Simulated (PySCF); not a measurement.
PySCF input file for C2H6ClFSi, SMILES F[Si](C)(C)Cl, PBE0/pcSseg-1. Coordinates come from a PBE0-D3(BJ)/def2-SVP optimisation.

```python
import numpy as np
from pyscf import gto, scf, dft
from pyscf.prop.nmr import rks as nmr

mol = gto.M(
    atom='''
    C     0.99958715   -0.68831027    1.56438305
    Si    0.33115536    0.04535648   -0.00000000
    C     0.99958715   -0.68831026   -1.56438305
    F     0.66190383    1.63776563    0.00000001
    Cl   -1.73073462   -0.12168045   -0.00000000
    H     0.56072533   -0.19129930    2.44229431
    H     0.76276339   -1.76150165    1.62305284
    H     2.09357785   -0.57049437    1.60903469
    H     0.56072533   -0.19129928   -2.44229431
    H     0.76276339   -1.76150164   -1.62305286
    H     2.09357786   -0.57049435   -1.60903470
    ''',
    basis='pcSseg-1',
    charge=0,
    spin=0,
    max_memory=1600,
    verbose=3,
)
mf = dft.RKS(mol, xc='pbe0')
mf.grids.level = 3
mf.conv_tol = 1e-10
mf.max_cycle = 100
mf.kernel()
n = nmr.NMR(mf)
n.verbose = 2
n.max_cycle_cphf = 60
sigma = n.kernel()
print('atom   isotropic/ppm   span/ppm')
for i, s in enumerate(sigma):
    w = np.linalg.eigvalsh((s + s.T) / 2)
    print(f'{mol.atom_symbol(i):2s}{i + 1:3d} {w.mean():14.3f} {w[2] - w[0]:11.3f}')
```

It prints:

```
converged SCF energy = -928.992477891993
atom   isotropic/ppm   span/ppm
C   1        181.473      19.387
Si  2        310.840      70.683
C   3        181.473      19.387
F   4        318.204      86.291
Cl  5        878.935     256.797
H   6         30.582      10.978
H   7         31.015       9.970
H   8         30.855      11.453
H   9         30.582      10.978
H  10         31.015       9.970
H  11         30.855      11.453
```

The calculation finished and met its thresholds.
